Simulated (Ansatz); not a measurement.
Consider the redistribution: `[NH2][Sn][Cl]` + `[CH3][Zn-]1[O]C(C(F)(F)F)=CC(C(F)(F)F)=[O+]1` → `FC(F)(F)C1=CC(C(F)(F)F)=[O+][Sn-]([Cl])[O]1` + `[CH3][Zn][NH2]`.

Program: Ansatz. Geometries: PBE0-D4/def2-TZVP. ΔE: electronic, gas phase. CBS: MP2 limit from def2 TZ/QZ plus the TZ coupled-cluster correction, frozen cores. Functionals use def2-TZVPP. def2 core potentials past Kr. For Sn, Zn outer-core shells are correlated without core-valence functions, which leaves a few kJ/mol of doubt a bond. Scalar relativity is left out up to krypton. Each species was taken in one conformer, which may not be the lowest.

```csv
level,ΔE (kJ/mol),difference from CCSD(T)/CBS
LDA (SPW92),9.4,-5.2
revPBE-D4,3.0,-11.6
B97M-V,11.1,-3.5
PBE0-D4,14.8,0.2
CAM-B3LYP-D4,13.6,-1.0
ωB97X-V,15.4,0.8
B2PLYP,17.0,2.4
PBE-QIDH,20.4,5.8
r2SCAN0,24.0,9.4
HF/def2-SVP,62.3,47.7
MP2/def2-SVP,45.3,30.7
HF/def2-TZVPP,48.1,33.5
MP2/def2-TZVPP,8.3,-6.3
HF/def2-QZVPP,47.4,32.8
SCS-MP2/def2-QZVPP,11.7,-2.9
CCSD/CBS(def2),18.6,4.0
CCSD(T)/CBS,14.6,0
```

Largest T1 diagnostic among the species: 0.016.

At CCSD(T), def2-SVP lies +37.2 kJ/mol from the extrapolated value and def2-TZVPP +5.6 kJ/mol. From r2SCAN to r2SCAN0 (25 % exact exchange), in def2-TZVPP and without D4, ΔE moves by +7.1 kJ/mol. Leaving LDA and LC-ωPBE aside and taking each functional with its dispersion term where it has one, the values, not all of them listed here, spread over 19.4 kJ/mol, from BLYP-D4 to r2SCAN0-D4.
